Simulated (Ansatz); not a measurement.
cyclopentanone (C₅H₈O), singlet, at a GFN2-xTB geometry. Base run: PBE0/3-21G run with Ansatz (a program for electronic structure).

Input for Ansatz:
Ansatz 0.2 input:
```yaml
crystal:
  periodic: [false, false, false]
  atoms:
    - {symbol: O, position_ang: [0.87537310, 1.89876563, -0.35725549]}
    - {symbol: C, position_ang: [0.37959572, 0.82337841, -0.15491983]}
    - {symbol: C, position_ang: [1.12822729, -0.48061669, 0.02883662]}
    - {symbol: C, position_ang: [0.06033799, -1.56791212, -0.04754620]}
    - {symbol: C, position_ang: [-1.19163010, -0.88596563, 0.50924683]}
    - {symbol: C, position_ang: [-1.10303578, 0.53525941, -0.03911772]}
    - {symbol: H, position_ang: [1.92578836, -0.58504964, -0.70535867]}
    - {symbol: H, position_ang: [1.59131385, -0.45285207, 1.01834905]}
    - {symbol: H, position_ang: [0.33028268, -2.46089812, 0.51376258]}
    - {symbol: H, position_ang: [-0.10497291, -1.85408406, -1.08762352]}
    - {symbol: H, position_ang: [-1.14947978, -0.86694046, 1.59958820]}
    - {symbol: H, position_ang: [-2.10743946, -1.39392016, 0.21152703]}
    - {symbol: H, position_ang: [-1.52542668, 0.59576747, -1.04523879]}
    - {symbol: H, position_ang: [-1.60402156, 1.28299175, 0.57403985]}
basis:
  gaussian:
    orbitals: 3-21G.json
hamiltonian:
  xc: pbe0
```
The basis file holds 3-21G in the JSON format of the Basis Set Exchange.

Each row names what was changed in the base input (with any setting that the change needs).

```csv
change,ΔE vs base (mEh)
base,0.000
"point_charge = charge:0.5 position_ang:-3.4985, -4.6776, -1.1098",2.014
lower_state_search = off,0.000
accuracy = high,0.019
forces = on,0.000
"final_grid = 10, 20, 41",-0.001
"point_charge = charge:-1.0 position_ang:0.6121, 4.7267, -1.9437",15.454
lower_state_search = light,0.000
lower_state_search = full,0.000
fitting.mean_field = def2-universal-JKFIT,-0.167
"final_grid = 14, 28, 59",-0.001
```
